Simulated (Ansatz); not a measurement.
`[OH][GeH2][NH][SiH](O)O` + H₂ → `[OH][GeH3]` + `N[SiH](O)O`  (hydrogenolysis of a Ge–N bond)

Isolated molecules relaxed with PBE0-D4/def2-TZVP in Ansatz; ΔE leaves out vibrations. CBS: MP2 limit from def2 TZ/QZ plus the TZ coupled-cluster correction, frozen cores. This one scheme is used for every species. For Ge outer-core shells are correlated without core-valence functions, which leaves a few kJ/mol of doubt a bond. Scalar relativity is left out up to krypton. Each species was taken in one conformer, which may not be the lowest.

`[OH][GeH2][NH][SiH](O)O`:

Cartesian coordinates in Å:
```
O 2.137 -0.448 0.378
Ge 0.831 -0.136 1.576
N -0.765 -0.213 0.694
Si -1.014 0.535 -0.828
O -1.583 -0.656 -1.808
O 0.402 1.210 -1.283
H 2.177 -1.369 0.110
H 0.834 -1.214 2.672
H 1.163 1.274 2.063
H -1.386 -0.960 0.965
H -1.987 1.650 -0.834
H -2.010 -0.378 -2.620
H 1.202 0.703 -1.084
```

H₂:

Cartesian coordinates in Å:
```
H 0.050 0.293 0.226
H -0.050 -0.293 -0.226
```

`[OH][GeH3]`:

```xyz
6

O    -0.668   -1.031    0.610
Ge    0.068    0.417   -0.124
H    -0.153   -1.826    0.457
H    -0.895    1.552    0.233
H     0.181    0.232   -1.650
H     1.467    0.656    0.474
```

`N[SiH](O)O`:

Z-matrix (Å, degrees):
```
Si
O 1 1.639
O 1 1.639 2 116.1
N 1 1.714 2 107.1 3 -119.6
H 1 1.475 2 104.4 3 114.2
H 2 0.959 1 117.1 3 74.9
H 3 0.959 1 117.0 2 -75.2
H 4 1.008 1 119.6 2 171.6
H 4 1.008 1 119.6 2 -46.2
```

```csv
species,CCSD/CBS(def2) energy (Eh)
`[OH][GeH2][NH][SiH](O)O`,-2649.76553
H₂,-1.17544
`[OH][GeH3]`,-2153.68000
`N[SiH](O)O`,-497.25378
```

Task: Work out ΔE.

Result: ΔE = (-2153.68000) + (-497.25378) − (-2649.76553) − (-1.17544) = 0.00719 Eh = +18.9 kJ/mol. CCSD(T)/CBS gives +25.3 kJ/mol.

Largest T1 diagnostic among the species: 0.012.

In def2-TZVPP, CCSD(T) changes the Hartree–Fock value by +29.6 kJ/mol (the triples alone add +6.4 kJ/mol) and MP2 by +36.2 kJ/mol. The D4 term adds +17.0 kJ/mol with B3LYP and +9.5 kJ/mol with PBE0; it sums over pairs of atoms, weighted by their polarisabilities, and B3LYP, whose exchange is more repulsive, gets the larger term.

B3LYP here is the variant with VWN-RPA as its local correlation; programs differ in this.
